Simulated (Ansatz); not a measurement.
Coupled-cluster run, `[O][GeH]([F])[F]` radical.

```yaml
crystal:
  periodic: [false, false, false]
  atoms:
    - {symbol: O, position_ang: [-0.223099, -0.718467, 1.576169]}
    - {symbol: Ge, position_ang: [0.085551, -0.010151, -0.023084]}
    - {symbol: F, position_ang: [-0.664343, 1.527551, -0.105372]}
    - {symbol: F, position_ang: [-0.731713, -0.936147, -1.209785]}
    - {symbol: H, position_ang: [1.583505, 0.063614, -0.279228]}
basis:
  gaussian: {orbitals: def2-SVP}
magnetization: {spin_polarized: true, initial_magnetization: 1}
correlation: {method: ccsd_t}
scf: {omitted_lower_state_checks: [cluster_reference]}
```

```sh
$ ansatz run in.yaml --threads 4 --pin off --events-out ev --progress --plain --max-ram 10444MiB
```

Output of Ansatz, abridged:

```
Functional definition: HF
745 factors; integrals over basis functions are off by at most 1.3e-3 eV
mean field evaluation 1: about -63919.8409 eV, gradient 3.2e1 eV
mean field evaluation 2: about -63919.8719 eV, gradient 3.2e1 eV
mean field evaluation 4: about -63925.6626 eV, gradient 3.8e0 eV
mean field evaluation 8: about -63926.0214 eV, gradient 6.7e-1 eV
mean field evaluation 16: about -63926.0682 eV, gradient 4.7e-5 eV
mean field -63926.06817205 eV, -2349.2396746776 hartree, gradient 1.6e-6 eV, S^2 0.756102; 6 other end points of the search recorded, 0 dependent functions left out
12 core orbitals not correlated: weight in the atoms' cores, before any rotation towards them, 1.000 or more for the frozen orbitals, at most 0.000 for the correlated occupied ones
reference -63926.06817205 eV, -2349.2396746776 hartree; 18, 17 occupied and 49, 50 virtual orbitals, 745 factors
second order -19.97533068 eV of doubles, -0.00000000 eV of singles
cycle   1  -19.68038294 eV  change    2.9e-1 eV  update   1.1e-1
cycle   2  -20.15734219 eV  change   -4.8e-1 eV  update   3.0e-2
cycle   3  -20.27726719 eV  change   -1.2e-1 eV  update   1.7e-2
cycle   4  -20.27226744 eV  change    5.0e-3 eV  update   4.9e-3
cycle   5  -20.26964336 eV  change    2.6e-3 eV  update   2.7e-3
cycle   6  -20.27151806 eV  change   -1.9e-3 eV  update   1.2e-3
cycle   7  -20.27192381 eV  change   -4.1e-4 eV  update   5.2e-4
cycle   8  -20.27203276 eV  change   -1.1e-4 eV  update   2.5e-4
cycle   9  -20.27207238 eV  change   -4.0e-5 eV  update   1.4e-4
cycle  10  -20.27200350 eV  change    6.9e-5 eV  update   1.0e-4
cycle  11  -20.27201608 eV  change   -1.3e-5 eV  update   7.4e-5
cycle  12  -20.27203592 eV  change   -2.0e-5 eV  update   5.0e-5
cycle  13  -20.27204486 eV  change   -8.9e-6 eV  update   3.3e-5
perturbative correction -0.39181957 eV, -0.0143991035 hartree
Total energy: -63946.73203648 eV, -2349.9990576888 hartree
Checks for a lower state left out: cluster_reference
```

It took 8 s on 4 threads of an Intel Xeon Platinum 8488C on a shared host, with 0.5 GiB of host memory at the peak.

The correlation energy is -20.664 eV, 1.9 % of it from (T); the T1 diagnostic reads 0.0130.
